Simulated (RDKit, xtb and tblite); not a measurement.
Internal rotation in SMILES CC(C)Cc1ccco1. Scanned: dihedral C1–C2–C4–C5 and dihedral C2–C4–C5–O9; all other coordinates were relaxed at GFN2-xTB. Heavy atoms are numbered in the order of the SMILES CC(C)Cc1ccco1, hydrogens after them in the order of the atoms that carry them; the mirror image has the same energies with the sign of each dihedral reversed.

Computed with: GFN2-xTB (xtb and tblite); MMFF94 // GFN2-xTB (RDKit); UFF // GFN2-xTB (RDKit).

Energies in kJ/mol at chosen points (x: dihedral C1–C2–C4–C5 (°); y: dihedral C2–C4–C5–O9 (°)), relative to x = 60, y = -90:

```
method    (0, 150)  (150, 0)  (-60, 120)  (90, 90)  (90, 60)  (-30, 90)  (0, -120)
--------  --------  --------  ----------  --------  --------  ---------  ---------
GFN2-xTB      28.1       8.6         4.0       4.0       4.3        6.3       18.4
MMFF94        41.6       9.8         4.3       2.4       3.7       13.1       30.4
UFF           71.7      10.9        15.7       8.4       9.7       18.6       42.8
```
